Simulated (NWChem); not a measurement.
System meant: C3H3NOSi; SMILES C#C[SiH2]N=C=O

Input file for NWChem:

```
start job
memory heap 200 mb stack 900 mb global 1100 mb
geometry units angstroms noautosym nocenter noautoz
  C      1.401105     2.637419    -0.010798
  C      0.479386     1.847260     0.004888
  Si    -0.922044     0.682207     0.028166
  N     -0.351056    -0.935119    -0.015176
  C      0.146555    -2.026862    -0.012219
  O      0.620633    -3.105422    -0.013832
  H      2.214369     3.329757    -0.024861
  H     -1.777469     0.906868    -1.158595
  H     -1.707211     0.870085     1.268976
end
basis spherical
  * library def2-svp
end
dft
  xc xtpss03 ctpss03
  iterations 150
end
property
  shielding
end
task dft property
```

End of the output:

```
 Vector   28  Occ=0.000000D+00  E=-3.517596D-03
              MO Center= -3.8D-01, -9.2D-01,  6.4D-03, r^2= 4.5D+00
   Bfn.  Coefficient  Atom+Function         Bfn.  Coefficient  Atom+Function
  ----- ------------  ---------------      ----- ------------  ---------------
    17      0.776840  2 C  s                 39     -0.629795  3 Si px
    40     -0.630784  3 Si py                64      0.430930  5 C  px
    67      0.384881  5 C  px                49     -0.276789  4 N  s
    78     -0.264680  6 O  px                81     -0.265388  6 O  px
   100     -0.214758  9 H  s                 95     -0.213390  8 H  s

 center of mass
 --------------
 x =   0.04401864 y =  -0.17609716 z =   0.00434230

 moments of inertia (a.u.)
 ------------------
        1314.738813582333         -43.198922926406           4.045124129810
         -43.198922926406         258.055285329819          -5.279225978179
           4.045124129810          -5.279225978179        1551.311895968839

     Multipole analysis of the density
     ---------------------------------

     L   x y z        total         alpha         beta         nuclear
     -   - - -        -----         -----         ----         -------
     0   0 0 0     -0.000000    -25.000000    -25.000000     50.000000

     1   1 0 0     -0.033020     -0.480458     -0.480458      0.927895
     1   0 1 0      0.880964      2.315751      2.315751     -3.750537
     1   0 0 1      0.009644     -0.140859     -0.140859      0.291362

     2   2 0 0    -28.070924    -85.653477    -85.653477    143.236030
     2   1 1 0      4.121822    -12.315797    -12.315797     28.753416
     2   1 0 1     -0.057819      1.121905      1.121905     -2.301629
     2   0 2 0    -32.426419   -354.235581   -354.235581    676.044742
     2   0 1 1     -0.066988     -1.309306     -1.309306      2.551624
     2   0 0 2    -30.870655    -20.737016    -20.737016     10.603378

          -----------------------------------------
          Chemical Shielding Tensors (GIAO, in ppm)
          -----------------------------------------

 ------------------------------------------------------------------------
  xtpss03: d2 not coded                    0
 ------------------------------------------------------------------------
 ------------------------------------------------------------------------
  current input line :
    24: task dft property
 ------------------------------------------------------------------------
 ------------------------------------------------------------------------
 This error has not yet been assigned to a category
 ------------------------------------------------------------------------
 For more information see the NWChem manual at https://nwchemgit.github.io

0: xtpss03: d2 not coded:Received an Error in Communication
```

### Question
Can this run be used? If not, why, and what is the fix?

### Answer
The run crashed. Cause: this functional's second derivatives, which shieldings need, aren't coded here; the fix takes a hybrid GGA instead. This input runs:
```
start job
memory heap 200 mb stack 900 mb global 1100 mb
geometry units angstroms noautosym nocenter noautoz
  C      1.401105     2.637419    -0.010798
  C      0.479386     1.847260     0.004888
  Si    -0.922044     0.682207     0.028166
  N     -0.351056    -0.935119    -0.015176
  C      0.146555    -2.026862    -0.012219
  O      0.620633    -3.105422    -0.013832
  H      2.214369     3.329757    -0.024861
  H     -1.777469     0.906868    -1.158595
  H     -1.707211     0.870085     1.268976
end
basis spherical
  C library def2-svp
  Si library def2-svp
  N library def2-svp
  O library def2-svp
  H library def2-svp
end
dft
  xc pbe0
  iterations 150
end
property
  shielding
end
task dft property
```
It converges to -534.88769 Ha (PBE0/def2-SVP, GIAO).
